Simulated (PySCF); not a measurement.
A GIAO shielding run with PySCF (density fitting, non-relativistic, gas phase) on `O(C(=C)OC)[SiH3]`, C$_{3}$H$_{8}$O$_{2}$Si:

```
{"job": {"kind": "nmr", "xc": "BLYP", "basis": "pcSseg-1", "pop": false}, "charge": 0, "multiplicity": 1}
C     -0.647612     1.220208     1.475430
C     -0.133029     0.379205     0.567706
O     -0.767115    -0.143639    -0.502058
C     -2.102679     0.215297    -0.736239
O      1.126811    -0.063606     0.611467
Si     1.805531    -1.104766    -0.537888
H     -0.013410     1.563145     2.290513
H     -1.676829     1.566456     1.420018
H     -2.416785    -0.308254    -1.647396
H     -2.200594     1.303897    -0.886076
H     -2.749340    -0.090263     0.103658
H      3.199439    -1.285333    -0.051750
H      1.817849    -0.487495    -1.894106
H      1.105893    -2.419811    -0.569314
```

Hardware: 1 thread of an x86-64 server CPU, shared host.

(1) How large is the calculation?

(2) How long does it take?

(3) And these other runs on the same molecule and hardware: GIAO shielding at BP86/pcSseg-1; GIAO shielding at HF/pcSseg-1; GIAO shielding at LDA/pcSseg-1; GIAO shielding at OPBE/pcSseg-1; GIAO shielding at PBE/pcSseg-1; GIAO shielding at B3LYP/pcSseg-1?

Answers

(1) 56 electrons, 149 basis functions and 796 auxiliary functions.

(2) 30 s of wall time, with 15 SCF cycles. Times on a shared host scatter by some tens of per cent.

(3) BP86/pcSseg-1: 149 functions, 32 s; HF/pcSseg-1: 149 functions, 8.4 s; LDA/pcSseg-1: 149 functions, 23 s; OPBE/pcSseg-1: 149 functions, 32 s; PBE/pcSseg-1: 149 functions, 32 s; B3LYP/pcSseg-1: 149 functions, 12 s.
